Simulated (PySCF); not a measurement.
In(Cl)3 cation (Cl3In), SMILES [Cl][In]([Cl])[Cl] (connectivity only; charge and spin as stated), charge +1, multiplicity 2. Atoms are numbered in the order given.

```xyz
4

In     0.0000     0.0000    -0.2822
Cl     0.0000     1.4206     1.6847
Cl     0.0000    -1.4206     1.6847
Cl     0.0000     0.0000    -2.5560
```
Charge +1, spin multiplicity 2.

Geometry: B3LYP-D3(BJ)/def2-SVP. The multiplicity is an assumed one; other spin states were not compared. The isomer is the one that the SMILES or the coordinates give; other isomers of the formula were not compared. The def2 effective core potentials stand for the cores of In; spin–orbit coupling is left out.

These are M06-2X/def2-TZVPD run with PySCF values and carry that method's errors.

Mulliken values depend strongly on the basis, most of all with diffuse functions as here. ESP charges are fitted to the potential on shells at 1.4 to 2.0 van der Waals radii. Atomic charges (e):

| atom | ESP fit | Mulliken | Mulliken spin |
|---|---|---|---|
| In1 | ? | 1.57 | -0.02 |
| Cl2 | ? | -0.14 | 0.52 |
| Cl3 | ? | -0.14 | 0.52 |
| Cl4 | ? | -0.29 | -0.01 |

Complete the blanks. (The exact figures need the calculation; the answer reports its results.)


- In1, ESP fit: 0.78
- Cl2, ESP fit: 0.10
- Cl3, ESP fit: 0.10
- Cl4, ESP fit: 0.02
